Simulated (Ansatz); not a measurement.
`[SiH]O[SiH3]` + `O[SiH](F)[SiH3]` → `F[SiH]([SiH3])O[SiH3]` + `O[SiH]` at 298.15 K and 1 bar (ligand exchange at the Si–O bond).

Calculated with Ansatz (gas phase, PBE0-D4/def2-TZVP geometries, no zero-point term in ΔE). CBS: MP2 limit from def2 TZ/QZ plus the TZ coupled-cluster correction, frozen cores. This one scheme is used for every species. Each species was taken in one conformer, which may not be the lowest.

```tsv
species	CCSD(T)/CBS energy (Eh)	H − E (kJ/mol)	S (J/(mol·K))
`[SiH]O[SiH3]`	-655.75389	112.0	306.5
`O[SiH](F)[SiH3]`	-756.23815	153.8	340.1
`F[SiH]([SiH3])O[SiH3]`	-1046.55730	202.4	411.2
`O[SiH]`	-365.43832	65.7	241.9
```

H − E and S are ideal-gas, rigid-rotor, harmonic terms from PBE0-D4/def2-TZVP, for one conformer and one mirror image of each species. 1 Eh = 2625.50 kJ/mol, R = 8.31446 J/(mol·K).

By hand: ΔE, ΔH, ΔS and ΔG.

ΔE = (-1046.55730) + (-365.43832) − (-655.75389) − (-756.23815) = -0.00358 Eh = -9.4 kJ/mol. Δ(H − E) = 202.4 + 65.7 − 112.0 − 153.8 = 2.3, so ΔH = -7.1 kJ/mol. ΔS = 411.2 + 241.9 − 306.5 − 340.1 = 6.5 J/(mol·K). ΔG = -7.1 − 298.15 × (6.5)/1000 = -9.0 kJ/mol.

By hand: the equilibrium constant, and the temperature at which ΔG would vanish if ΔH and ΔS stayed fixed.

log₁₀ K = −ΔG/(RT ln 10) = 1.6. ΔH and −TΔS have one sign here, so there is no such temperature.

The number of gas molecules stays the same, so ΔS is small and ΔH decides. A doubt of 5 kJ/mol in ΔE shifts log₁₀ K by 0.9 here. Other conformers and mirror images would add mixing entropy, several J/(mol·K) or more a flexible species. Modes under 60 cm⁻¹, often nearly free rotors, make the harmonic entropy too high. These are equilibria of isolated gas molecules and say nothing of rates. Largest T1 diagnostic: 0.016 (customary marks: 0.02 for closed shells, 0.045 for open ones).

ΔS is within the doubt of such terms, so its sign, and with it that verdict, could turn.
